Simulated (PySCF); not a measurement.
**r2SCAN on Li (lithium, neutral)**

Configuration: [He] 3d1, 2D determinant (an excited configuration). Computed with PySCF 2.14 in dyall-acv3z, with no relativity, point nucleus.

```json
{
  "Total energy": "-7.3086 hartree",
  "One-electron energy": "-9.2626 hartree",
  "Hartree (Coulomb) energy": "3.7524 hartree",
  "Exchange-correlation energy": "-1.7984 hartree",
  "Kinetic energy": "7.42361 hartree",
  "⟨S²⟩": "0.7500",
  "⟨L²⟩": "6.000",
  "Sum of ⟨r⟩": "6.894 bohr",
  "Sum of ⟨r²⟩": "35.85 bohr²",
  "Traceless quadrupole moment −½Σ⟨3z² − r²⟩ along its main axis": "9.98 e·bohr²",
  "Density at the nucleus (Gaussians lack the cusp)": "13.7 bohr⁻³",
  "Spin density at the nucleus": "0.00261 bohr⁻³",
  "Langevin diamagnetic susceptibility": "-28.4 ×10⁻⁶ cm³/mol"
}
```

```csv
shell,electrons,mean orbital energy (eV),"rms radius, mean of both spins (bohr)"
1s β,1,-56.861,0.672
1s α,1,-56.859,0.672
3d α,1,0.629,5.91
```

The outer electron is Rydberg-like, and this basis confines it to a smaller radius and binds it less than a complete one would. At r2SCAN the highest occupied level has a positive energy, so only the finite basis holds that electron; for this excited configuration the basis is too tight for the outer shell.
